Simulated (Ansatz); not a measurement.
(ClGaNH)4 cubane (Ga₄N₄Cl₄H₄). Charge 0, multiplicity 1. Geometry PBE-D4/def2-SVP, basis def2-TZVP, Ansatz.

Cartesian coordinates in Å:
```
Ga -0.3075 0.6379 1.5959
Cl -0.6874 1.4261 3.5667
N 1.4514 0.6138 0.6569
Ga 0.6116 1.2723 -1.0274
Cl 1.3672 2.8433 -2.2966
N -1.1540 1.2541 -0.1012
Ga -1.4843 -0.6277 -0.6718
Cl -3.3175 -1.4029 -1.5014
N -0.5981 -1.2440 1.0047
Ga 1.1802 -1.2826 0.1033
Cl 2.6376 -2.8666 0.2317
N 0.3007 -0.6239 -1.5605
H 2.3235 0.9825 1.0516
H -1.8474 2.0077 -0.1619
H -0.9575 -1.9916 1.6083
H 0.4814 -0.9986 -2.4982
```

```csv
run,HOMO (eV),LUMO (eV)
A,-8.11,-2.06
B,-8.37,-1.78
C,-7.36,-2.39
D,-7.97,-2.14
E,-7.06,-2.64
F,-7.85,-2.08
```

B3LYP takes the VWN-RPA correlation. HSE06 is defined as in plane-wave codes, on full-range PBE exchange. Single mean-field runs in def2-TZVP are fitted with def2-universal-jkfit.

**Question.** The runs used B3LYP, HSE06, PBE, PBE0, r2SCAN, r2SCANh. Estimate which is which.

**Answer.** A B3LYP (20 % exact exchange); B PBE0 (25 % exact exchange); C r2SCAN (0 % exact exchange); D HSE06 (range-separated); E PBE (0 % exact exchange); F r2SCANh (10 % exact exchange). Exact exchange lowers occupied and raises empty levels; among semilocal functionals meta-GGAs tend to open the gap a little, and such runs are hard to tell apart. The gap grows from 4.42 eV (PBE) to 6.59 eV (PBE0).
